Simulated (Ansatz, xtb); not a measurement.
# AlF2H4NSi: which of two conformers lies lower

We compare I, `[F][AlH][NH][SiH2]F`, a singlet, with II, `[F][AlH][NH][SiH2]F`, a singlet. Both are isolated molecules in the gas phase, relaxed with PBE-D3(BJ)/def2-SVP.

I (Å):

```xyz
9

Al   -0.3610   -0.7467    2.0018
F    -0.9201   -2.3078    2.2578
F     3.0260    1.0468    0.4754
N     0.6849   -0.4844    0.5628
Si    1.4409    0.9915    0.0494
H    -0.7669    0.4249    2.9806
H     0.9059   -1.3082   -0.0107
H     0.7468    2.1202    0.7478
H     1.4103    1.1165   -1.4439
```

II (Å):

```xyz
9

Al    1.1344    0.1664   -1.6272
F     2.2365   -0.1947   -0.4166
F    -1.9107   -1.9569    0.2054
N    -0.6136    0.0705   -1.2185
Si   -1.3833   -0.4024    0.2677
H     1.6409    0.5946   -3.0630
H    -1.2649    0.2820   -1.9850
H    -0.3696   -0.3080    1.3627
H    -2.6031    0.4349    0.5128
```

Question: Which of the two would you expect CCSD(T)/def2-SVP + ΔMP2/def2-TZVPP electronic energies to favour?

Answer: Too close to call at this level: CCSD(T)/def2-SVP + ΔMP2/def2-TZVPP gives E(II) − E(I) = +0.015 eV.

How the difference moves with the method:

| level | geometry | E(II) − E(I) (eV) | departure from the last row (eV) | job, with rough time for the two |
| --- | --- | --- | --- | --- |
| PBE-D3(BJ)/def2-SVP | PBE-D3(BJ)/def2-SVP | +0.018 | +0.003 | optimisation, 25 s |
| HF/def2-SVP | PBE-D3(BJ)/def2-SVP | +0.010 | −0.005 | part of the CCSD(T) run |
| MP2/def2-SVP | PBE-D3(BJ)/def2-SVP | +0.016 | +0.001 | part of the CCSD(T) run |
| CCSD(T)/def2-SVP | PBE-D3(BJ)/def2-SVP | +0.015 | 0.000 | single point |
| CCSD(T)/def2-SVP + ΔMP2/def2-TZVPP | PBE-D3(BJ)/def2-SVP | +0.015 |  | single point, 12 s |

The largest departure from CCSD(T)/def2-SVP + ΔMP2/def2-TZVPP is that of HF/def2-SVP, 0.005 eV. Levels run at GFN2-xTB geometries aren't shown. The last row adds to CCSD(T) the change of the MP2 difference between the two basis sets, here 0.000 eV.

With harmonic frequencies from PBE-D3(BJ)/def2-SVP (ideal gas, rigid rotor, one conformer each, 298.15 K, 1 atm): on the last row, ΔE + ΔZPE = +0.016 eV. A mode under 50 cm⁻¹ makes harmonic enthalpies and free energies unreliable, so none is given.

The correlated steps freeze 13 core orbitals. Programs: Ansatz 0.2.0; the last row on 2 threads of Intel(R) Xeon(R) 6975P-C (Granite Rapids) on a shared host.
